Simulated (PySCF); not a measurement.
**Spin-rotation constants: SMILES C=C(C)[C@@]1(F)CC1=C, C7H9F**

Molfile (atoms numbered from 1):
```
C7H9F
     RDKit          3D

 17 17  0  0  0  0  0  0  0  0999 V2000
   -1.6235    1.4737   -0.9911 C   0  0  0  0  0  0  0  0  0  0  0  0
   -0.8975    0.4719   -0.5146 C   0  0  0  0  0  0  0  0  0  0  0  0
   -1.1393   -0.9595   -0.8884 C   0  0  0  0  0  0  0  0  0  0  0  0
    0.2292    0.7138    0.4210 C   0  0  1  0  0  0  0  0  0  0  0  0
    0.5678    2.0477    0.5256 F   0  0  0  0  0  0  0  0  0  0  0  0
    0.3958   -0.0739    1.7166 C   0  0  0  0  0  0  0  0  0  0  0  0
    1.3353   -0.2431    0.6051 C   0  0  0  0  0  0  0  0  0  0  0  0
    2.4134   -0.7992    0.1172 C   0  0  0  0  0  0  0  0  0  0  0  0
   -1.4318    2.4957   -0.7162 H   0  0  0  0  0  0  0  0  0  0  0  0
   -2.4324    1.3002   -1.6793 H   0  0  0  0  0  0  0  0  0  0  0  0
   -1.3942   -1.5556   -0.0132 H   0  0  0  0  0  0  0  0  0  0  0  0
   -0.2442   -1.3905   -1.3347 H   0  0  0  0  0  0  0  0  0  0  0  0
   -1.9567   -1.0254   -1.6005 H   0  0  0  0  0  0  0  0  0  0  0  0
   -0.3206   -0.8488    1.9466 H   0  0  0  0  0  0  0  0  0  0  0  0
    0.7330    0.4835    2.5798 H   0  0  0  0  0  0  0  0  0  0  0  0
    2.7813   -0.5539   -0.8659 H   0  0  0  0  0  0  0  0  0  0  0  0
    2.9775   -1.5245    0.6820 H   0  0  0  0  0  0  0  0  0  0  0  0
  1  2  2  0
  2  3  1  0
  2  4  1  0
  4  5  1  1
  4  6  1  0
  6  7  1  0
  7  8  2  0
  7  4  1  0
  1  9  1  0
  1 10  1  0
  3 11  1  0
  3 12  1  0
  3 13  1  0
  6 14  1  0
  6 15  1  0
  8 16  1  0
  8 17  1  0
M  END
```

Method used: GIAO CAM-B3LYP/pcSseg-1 magnetisability, rotational g tensor and spin-rotation constants, non-relativistic, gas phase in PySCF. Geometry: GFN2-xTB.

Task: Give the nuclear spin-rotation constants along the inertial axes (H = +C I·J) beside the isotropic shieldings.

Result: Rotational constants 2.9077, 1.8015, 1.3909 GHz. A star marks the isotopologue with that one atom substituted, in its own axes.
| atom | isotope | Caa (kHz) | Cbb (kHz) | Ccc (kHz) | mean (kHz) | σ (ppm) |
| --- | --- | --- | --- | --- | --- | --- |
| F5 | 19F | 1.435 | 0.792 | 1.043 | 1.090 | 374.3 |
| H9 | 1H | -0.285 | 0.165 | -0.157 | -0.092 | 26.1 |
| H10 | 1H | 0.123 | -0.091 | -0.162 | -0.043 | 26.3 |
| H11 | 1H | -0.300 | -0.183 | 0.003 | -0.160 | 30.5 |
| H12 | 1H | -0.164 | -0.149 | -0.076 | -0.130 | 30.1 |
| H13 | 1H | 0.003 | -0.140 | -0.161 | -0.099 | 30.0 |
| H14 | 1H | -0.314 | -0.123 | -0.041 | -0.159 | 30.3 |
| H15 | 1H | -0.250 | -0.065 | -0.108 | -0.141 | 30.0 |
| H16 | 1H | -0.282 | -0.196 | 0.123 | -0.118 | 25.6 |
| H17 | 1H | 0.136 | -0.156 | -0.112 | -0.044 | 25.8 |
| C1 | 13C* | 0.971 | 0.748 | 0.202 | 0.640 | 65.4 |
| C2 | 13C* | 1.127 | 0.909 | 0.214 | 0.750 | 33.1 |
| C3 | 13C* | 0.456 | 0.229 | 0.229 | 0.304 | 163.2 |
| C4 | 13C* | 0.952 | 0.239 | 0.366 | 0.519 | 102.5 |
| C6 | 13C* | 0.449 | 0.163 | 0.266 | 0.293 | 166.0 |
| C7 | 13C* | 1.192 | 0.282 | 0.640 | 0.704 | 37.4 |
| C8 | 13C* | 0.958 | 0.285 | 0.547 | 0.597 | 67.4 |

For the geometry as given, no vibrational averaging.

Task: How do the rotational constants and the g tensor change when H9, H10, H11, H12, H13, H14, H15, H16, H17 are replaced by deuterium?

Result: Constants 2.4492, 1.5184, 1.1977 GHz; g -0.0259, -0.0016, -0.0057, against -0.0305, -0.0018, -0.0066 before.
